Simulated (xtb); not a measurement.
xtb job for ClFH3NSi, SMILES N[SiH](F)Cl, GFN2-xTB. 

```
$ xtb mol.xyz --gfn 2 --sp --chrg 0 --uhf 0 --json
$ cat mol.xyz
7

Si     0.03053896    -0.37222756     0.39946348
N      1.70806842    -0.41710872     0.08255765
F     -0.56789200    -1.54861798    -0.51646831
Cl    -0.66632703     1.39504859    -0.21659650
H     -0.45630953    -0.68589108     1.72911143
H      2.19650734    -1.29645175     0.07036951
H      2.31436537     0.33502545     0.36048225
```

Program output:

```
[banner left out]
          |                Calculation Setup                |
           -------------------------------------------------



           -------------------------------------------------
          |                 G F N 2 - x T B                 |
           -------------------------------------------------

        Reference                      10.1021/acs.jctc.8b01176
      * Hamiltonian:
        H0-scaling (s, p, d)           1.850000    2.230000    2.230000
        zeta-weighting                 0.500000
      * Dispersion:
        s8                             2.700000
        a1                             0.520000
        a2                             5.000000
        s9                             5.000000
      * Repulsion:
        kExp                           1.500000    1.000000
        rExp                           1.000000
      * Coulomb:
        alpha                          2.000000
        third order                    shell-resolved
        anisotropic                    true
        a3                             3.000000
        a5                             4.000000
        cn-shift                       1.200000
        cn-exp                         4.000000
        max-rad                        5.000000


          ...................................................
          :                      SETUP                      :
          :.................................................:
          :  # basis functions                  31          :
          :  # atomic orbitals                  29          :
          :  # shells                           13          :
          :  # electrons                        26          :
          :  max. iterations                   250          :
          :  Hamiltonian                  GFN2-xTB          :
          :  restarted?                      false          :
          :  GBSA solvation                  false          :
          :  PC potential                    false          :
          :  electronic temp.          300.0000000     K    :
          :  accuracy                    1.0000000          :
          :  -> integral cutoff          0.2500000E+02      :
          :  -> integral neglect         0.1000000E-07      :
          :  -> SCF convergence          0.1000000E-05 Eh   :
          :  -> wf. convergence          0.1000000E-03 e    :
          :  Broyden damping             0.4000000          :
          :  net charge                          0          :
          :  unpaired electrons                  0          :
          ...................................................

 iter      E             dE          RMSdq      gap      omega  full diag
   1    -15.6299272 -0.156299E+02  0.765E+00    6.41       0.0  T
   2    -15.6722521 -0.423248E-01  0.363E+00    6.49       1.0  T
   3    -15.6738839 -0.163179E-02  0.204E+00    6.94       1.0  T
   4    -15.6761089 -0.222498E-02  0.918E-01    6.53       1.0  T
   5    -15.6767772 -0.668382E-03  0.527E-01    6.74       1.0  T
   6    -15.6771384 -0.361189E-03  0.117E-01    6.68       1.0  T
   7    -15.6771382  0.272962E-06  0.590E-02    6.69       1.0  T
   8    -15.6771420 -0.380936E-05  0.404E-02    6.66       1.0  T
   9    -15.6771463 -0.431568E-05  0.159E-02    6.68       2.4  T
  10    -15.6771470 -0.726247E-06  0.938E-03    6.67       4.0  T
  11    -15.6771471 -0.461241E-07  0.619E-03    6.67       6.1  T
  12    -15.6771471 -0.420445E-07  0.301E-03    6.67      12.6  T
  13    -15.6771471 -0.358915E-07  0.137E-03    6.67      27.7  T
  14    -15.6771471 -0.226206E-08  0.494E-04    6.67      76.5  T
  15    -15.6771471 -0.655572E-09  0.830E-05    6.67     455.6  T

   *** convergence criteria satisfied after 15 iterations ***

         #    Occupation            Energy/Eh            Energy/eV
      -------------------------------------------------------------
         1        2.0000           -1.0522411             -28.6329
       ...           ...                  ...                  ...
         7        2.0000           -0.5135722             -13.9750
         8        2.0000           -0.5085358             -13.8380
         9        2.0000           -0.4799138             -13.0591
        10        2.0000           -0.4574713             -12.4484
        11        2.0000           -0.4347683             -11.8306
        12        2.0000           -0.4320157             -11.7557
        13        2.0000           -0.4154368             -11.3046 (HOMO)
        14                         -0.1702451              -4.6326 (LUMO)
        15                         -0.1633552              -4.4451
        16                         -0.1140835              -3.1044
        17                         -0.0153204              -0.4169
        18                         -0.0068282              -0.1858
       ...                                ...                  ...
        29                          0.8970539              24.4101
      -------------------------------------------------------------
                  HL-Gap            0.2451918 Eh            6.6720 eV
             Fermi-level           -0.2928409 Eh           -7.9686 eV

 SCC (total)                   0 d,  0 h,  0 min,  0.011 sec
 SCC setup                      ...        0 min,  0.000 sec (  2.066%)
 Dispersion                     ...        0 min,  0.000 sec (  0.487%)
 classical contributions        ...        0 min,  0.000 sec (  0.332%)
 integral evaluation            ...        0 min,  0.002 sec ( 13.890%)
 iterations                     ...        0 min,  0.006 sec ( 58.188%)
 molecular gradient             ...        0 min,  0.003 sec ( 23.381%)
 printout                       ...        0 min,  0.000 sec (  1.403%)

         :::::::::::::::::::::::::::::::::::::::::::::::::::::
         ::                     SUMMARY                     ::
         :::::::::::::::::::::::::::::::::::::::::::::::::::::
         :: total energy             -15.589805947374 Eh    ::
         :: gradient norm              0.000190209943 Eh/a0 ::
         :: HOMO-LUMO gap              6.672007693038 eV    ::
         ::.................................................::
         :: SCC energy               -15.677145788326 Eh    ::
         :: -> isotropic ES            0.042825803874 Eh    ::
         :: -> anisotropic ES          0.001054792810 Eh    ::
         :: -> anisotropic XC         -0.000457999622 Eh    ::
         :: -> dispersion             -0.003927548852 Eh    ::
         :: repulsion energy           0.087339840952 Eh    ::
         :: add. restraining           0.000000000000 Eh    ::
         :: total charge              -0.000000000000 e     ::
         :::::::::::::::::::::::::::::::::::::::::::::::::::::

           -------------------------------------------------
          |                Property Printout                |
           -------------------------------------------------

    * Orbital Energies and Occupations

         #    Occupation            Energy/Eh            Energy/eV
      -------------------------------------------------------------
         1        2.0000           -1.0522411             -28.6329
         2        2.0000           -0.8454133             -23.0049
         3        2.0000           -0.6833320             -18.5944
         4        2.0000           -0.5983638             -16.2823
         5        2.0000           -0.5386020             -14.6561
         6        2.0000           -0.5187924             -14.1171
         7        2.0000           -0.5135722             -13.9750
         8        2.0000           -0.5085358             -13.8380
         9        2.0000           -0.4799138             -13.0591
        10        2.0000           -0.4574713             -12.4484
        11        2.0000           -0.4347683             -11.8306
        12        2.0000           -0.4320157             -11.7557
        13        2.0000           -0.4154368             -11.3046 (HOMO)
        14                         -0.1702451              -4.6326 (LUMO)
        15                         -0.1633552              -4.4451
        16                         -0.1140835              -3.1044
        17                         -0.0153204              -0.4169
        18                         -0.0068282              -0.1858
        19                          0.0105319               0.2866
        20                          0.0242407               0.6596
        21                          0.0248959               0.6775
        22                          0.0451018               1.2273
        23                          0.0474789               1.2920
        24                          0.0843646               2.2957
       ...                                ...                  ...
        29                          0.8970539              24.4101
      -------------------------------------------------------------
                  HL-Gap            0.2451918 Eh            6.6720 eV
             Fermi-level           -0.2928409 Eh           -7.9686 eV

     #   Z          covCN         q      C6AA      α(0)
     1  14 Si       3.253     0.572   126.514    23.223
     2   7 N        2.542    -0.373    29.651     8.087
     3   9 F        0.705    -0.269    11.987     4.088
     4  17 Cl       0.805    -0.230   106.331    15.774
     5   1 H        0.922    -0.042     3.898     3.088
     6   1 H        0.861     0.173     1.257     1.756
     7   1 H        0.861     0.169     1.278     1.771

 Mol. C6AA /au·bohr⁶  :       1170.076773
 Mol. C8AA /au·bohr⁸  :      45498.823038
 Mol. α(0) /au        :         57.787360


Wiberg/Mayer (AO) data.
largest (>0.10) Wiberg bond orders for each atom

 ---------------------------------------------------------------------------
     #   Z sym  total        # sym  WBO       # sym  WBO       # sym  WBO
 ---------------------------------------------------------------------------
     1  14 Si   4.251 --     2 N    1.207     4 Cl   1.091     3 F    1.071
                             5 H    0.869
     2   7 N    3.257 --     1 Si   1.207     7 H    0.962     6 H    0.959
     3   9 F    1.186 --     1 Si   1.071
     4  17 Cl   1.223 --     1 Si   1.091
     5   1 H    0.998 --     1 Si   0.869
     6   1 H    0.970 --     2 N    0.959
     7   1 H    0.971 --     2 N    0.962
 ---------------------------------------------------------------------------

Topologies differ in total number of bonds
Writing topology from bond orders to xtbtopo.mol

molecular dipole:
                 x           y           z       tot (Debye)
 q only:        0.902      -0.190       0.733
   full:        1.006      -0.183       0.781       3.270
molecular quadrupole (traceless):
                xx          xy          yy          xz          yz          zz
 q only:        3.205      -0.733      -3.462       0.230      -0.877       0.257
  q+dip:        4.539      -0.870      -4.860       0.277      -1.473       0.321
   full:        4.720      -1.126      -4.105       1.068      -1.214      -0.616


           -------------------------------------------------
          | TOTAL ENERGY              -15.589805947374 Eh   |
          | GRADIENT NORM               0.000190209943 Eh/α |
          | HOMO-LUMO GAP               6.672007693038 eV   |
           -------------------------------------------------

------------------------------------------------------------------------
------------------------------------------------------------------------
 total:
 SCF:
Note: The following floating-point exceptions are signalling: IEEE_UNDERFLOW_FLAG IEEE_DENORMAL
normal termination of xtb
```

The calculation finished and met its thresholds.
